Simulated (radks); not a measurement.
The indium ion In+, configuration [Kr] 4d10 5s2. Calculated with a radial shooting solver on a logarithmic mesh with Libxc functionals: scalar-relativistic Kohn-Sham, r2SCAN, spin-polarised, spherical densities, finite nucleus; meta-GGA in the generalised Kohn-Sham scheme; Fermi nuclear charge, rms radius 4.6156 fm.

Radial electron density D(r) = 4 pi r^2 rho(r):

r (bohr)  D(r) (e/bohr)
0.001812          4.074
0.002417          6.574
0.003198          10.27
0.004265          15.84
0.005689          23.59
0.007527          33.24
0.01004           44.57
0.01328           54.99
0.01772           61.97
0.02344           62.54
0.03127           57.72
0.0417            54.36
0.05518           60.61
0.07359           74.78
0.09737           80.07
0.1299            67.02
0.1732            54.85
0.2292            61.73
0.3057            63.16
0.4045            39.70
0.5394            20.07
0.7195            21.16
0.952             20.21
1.27              11.47
1.68              4.910
2.241             2.035
2.965            0.8181
3.954            0.2112
5.274           0.02584
6.978          0.001275

D(r) has 4 maxima, at r = 0.0208, 0.0921, 0.271, 0.811 bohr, and minima at 0.0410, 0.177, 0.594 bohr, inside which lie 2.00, 11.15, 28.99 electrons.
